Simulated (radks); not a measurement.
Effect of the nuclear size on the silicon ion Si+, [Ne] 3s2 3p1. Calculated with a radial shooting solver on a logarithmic mesh with Libxc functionals: Dirac Kohn-Sham, relativistic LDA (MacDonald-Vosko exchange, VWN5 correlation), spin-unpolarised, spherical densities, finite nucleus; open shells are shared between the two j in proportion to 2j + 1; Fermi nuclear charge, rms radius 3.1224 fm. The rms radius is varied about that value; shifts are against it.

| rms radius (fm) | total energy shift (eV) | density at nucleus (e/bohr^3) | 1s1/2 shift (meV) |
|---|---|---|---|
| 2.7352 | -0.00122 | 1892 | -0.507 |
| 3.0225 | -0.000330 | 1890 | -0.137 |
| 3.1224 | 0 | 1889 | 0.000 |
| 3.3254 | 0.000702 | 1887 | 0.292 |
| 3.6751 | 0.00201 | 1885 | 0.838 |

Slopes of the eigenvalues against <r^2> in GHz/fm^2, as finite differences over the two radii next to the reference (eigenvalue slopes, not the field-shift constants of lines): 1s1/2 54.0.
